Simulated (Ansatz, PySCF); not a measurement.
Reaction R1 → P1 + P2, each structure at its B3LYP-D3(BJ)/def2-TZVP stationary point, reached from a drawn start (curvature not checked).
R1: Ge2H6 (SMILES [GeH3][GeH3]), charge 0, multiplicity 1.
P1: GeH4 (SMILES [GeH4]), charge 0, multiplicity 1.
P2: GeH2 (SMILES [GeH2]), charge 0, multiplicity 1.

P less R. No zero-point or thermal terms; no spin–orbit coupling.

Codes used: Ansatz (Gaussian orbitals); PySCF for the D3/D4 terms. No computed number here is a measurement.

**Question.** One of these levels gives 192.2 kJ/mol for the reaction energy. Which one is it?
(A) BLYP-D4/def2-TZVPP
(B) r2SCAN/def2-TZVPP
(C) revPBE-D3(BJ)/def2-TZVPP

**Answer.** C, revPBE-D3(BJ)/def2-TZVPP. The others give 174.9 (BLYP-D4/def2-TZVPP), 214.0 (r2SCAN/def2-TZVPP)

Ansatz is a first-principles code.
